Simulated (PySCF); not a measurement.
C3H5FOSi, SMILES C#C[Si@H](O)CF. Geometry optimised at PBE-D3(BJ)/def2-SVP. The structure was generated by enumeration; whether it is a known compound was not checked. Other conformers were not sampled.

Computed equilibrium geometry at PBE-D3(BJ)/def2-SVP (PySCF confirms it by a frequency run) as bond lengths and angles (one conformer of several):
Atoms: C1 C2 Si3 O4 C5 F6 H7 H8 H9 H10 H11. Bond lengths (Å): C1–C2 1.229, C1–H7 1.083, C2–Si3 1.841, Si3–O4 1.681, Si3–C5 1.900, Si3–H8 1.501, O4–H9 0.973, C5–F6 1.395, C5–H10 1.114, C5–H11 1.114. Bond angles (°): C2–C1–H7 179.7, C1–C2–Si3 179.4, C2–Si3–O4 111.1, C2–Si3–C5 110.2, C2–Si3–H8 107.7, O4–Si3–C5 104.8, O4–Si3–H8 112.7, C5–Si3–H8 110.3, Si3–O4–H9 115.5, Si3–C5–F6 109.0, Si3–C5–H10 110.5, Si3–C5–H11 110.7, F6–C5–H10 109.6, F6–C5–H11 109.6, H10–C5–H11 107.4.
